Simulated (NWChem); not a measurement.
System: CCl3F; SMILES ClC(Cl)(F)Cl

Output (shortened):

```
             Northwest Computational Chemistry Package (NWChem) 7.3.0
             --------------------------------------------------------

 C3  symmetry detected

                             Geometry "geometry" -> ""
                             -------------------------

 Output coordinates in angstroms (scale by  1.889725989 to convert to a.u.)

  No.       Tag          Charge          X              Y              Z
 ---- ---------------- ---------- -------------- -------------- --------------
    1 F                    9.0000     0.00000000     0.00000000     1.58124136
    2 C                    6.0000     0.00000000     0.00000000     0.25491536
    3 Cl                  17.0000     1.12426076    -1.24103864    -0.30903264
    4 Cl                  17.0000    -1.63690136    -0.35311906    -0.30903264
    5 Cl                  17.0000     0.51264061     1.59415769    -0.30903264

 Effective nuclear repulsion energy (a.u.)     367.5523268694

      Symmetry information
      --------------------

 Group name             C3
 Group number              5
 Group order               3
 No. of unique centers     3

  pbe96 is a nonlocal functional; adding pw91lda local functional.

                                 NWChem DFT Module
                                 -----------------

 Summary of "ao basis" -> "ao basis" (spherical)
 ------------------------------------------------------------------------------
       Tag                 Description            Shells   Functions and Types
 ---------------- ------------------------------  ------  ---------------------
 F                         def2-tzvpd               14       40   6s4p3d1f
 C                         def2-tzvpd               13       37   6s3p3d1f
 Cl                        def2-tzvpd               16       46   6s6p3d1f

      Symmetry analysis of basis
      --------------------------

        a          77
        e+         69
        e-         69

  Rotation of axis

            General Information
            -------------------
          SCF calculation type: DFT
          Wavefunction type:  closed shell.
          No. of atoms     :     5
          No. of electrons :    66
           Alpha electrons :    33
            Beta electrons :    33
          Charge           :     0
          Spin multiplicity:     1
          Use of symmetry is: on ; symmetry adaption is: on
          Maximum number of iterations: 150
          AO basis - number of functions:   215
                     number of shells:    75
          Convergence on energy requested:  1.00D-06
          Convergence on density requested:  1.00D-05
          Convergence on gradient requested:  5.00D-04

              XC Information
              --------------
          PerdewBurkeErnzerhof Exchange Functional  1.000
            Perdew 1991 LDA Correlation Functional  1.000 local
           PerdewBurkeErnz. Correlation Functional  1.000 non-local

             Grid Information
             ----------------
          Grid used for XC integration:  medium
          Radial quadrature: Mura-Knowles
          Angular quadrature: Lebedev.
          Tag              B.-S. Rad. Rad. Pts. Rad. Cut. Ang. Pts.
          ---              ---------- --------- --------- ---------
          F                   0.50       49          12.0       434
          C                   0.70       49          11.0       434
          Cl                  1.00       88          13.0       590
          Grid pruning is: on
          Number of quadrature shells:   186
          Spatial weights used:  Erf1

      Superposition of Atomic Density Guess
      -------------------------------------

 Sum of atomic energies:       -1515.52331109

      Non-variational initial energy
      ------------------------------

 Total energy =   -1516.800961
 1-e energy   =   -2828.307042
 2-e energy   =     943.953754
 HOMO         =      -0.382609
 LUMO         =       0.009914

      Symmetry analysis of molecular orbitals - initial
      -------------------------------------------------

  Numbering of irreducible representations:

     1 a           2 e+          3 e-

  Orbital symmetries:

     1 a           2 e+          3 e+          4 a           5 a
     6 a           7 e+          8 e+          9 a          10 e+
    11 e+         12 e+         13 e+         14 a          15 e+
    16 e+         17 a          18 a          19 a          20 e+
    21 e+         22 a          23 e+         24 e+         25 a
    26 e+         27 e+         28 a          29 e+         30 e+
    31 e+         32 e+         33 a          34 a          35 a
    36 e+         37 e+         38 a          39 e+         40 e+
    41 e+         42 e+         43 a

------------------------------------------------------------
EAF file 0: "./job.aoints.0" size=450887680 bytes
------------------------------------------------------------
               write      read    awrite     aread      wait
               -----      ----    ------     -----      ----
     calls:      860         0         0         0         0
   data(b): 4.51e+08  0.00e+00  0.00e+00  0.00e+00
   time(s): 0.00e+00  0.00e+00  0.00e+00  0.00e+00  0.00e+00
rate(mb/s): 0.00e+00  0.00e+00
------------------------------------------------------------

     ---------------------------------------------
      Total Density - Mulliken Population Analysis
     ---------------------------------------------

[...]
```

Level: PBE/def2-TZVPD. Geometry: optimised at PBE0/def2-SVP.

Question: Reconstruct the input file.

Answer: One answer among several that fit: the input that was run:
```
start job
memory heap 200 mb stack 900 mb global 1100 mb
geometry units angstroms noautoz
  F      0.000000     0.000000     1.581889
  C      0.000000     0.000000     0.255563
  Cl     1.316118    -1.035361    -0.308385
  Cl    -1.554708    -0.622112    -0.308385
  Cl     0.238589     1.657472    -0.308385
end
basis spherical
  * library def2-tzvpd
end
dft
  xc xpbe96 cpbe96
  iterations 150
  semidirect filesize 400000000
  mulliken
end
task dft energy
```
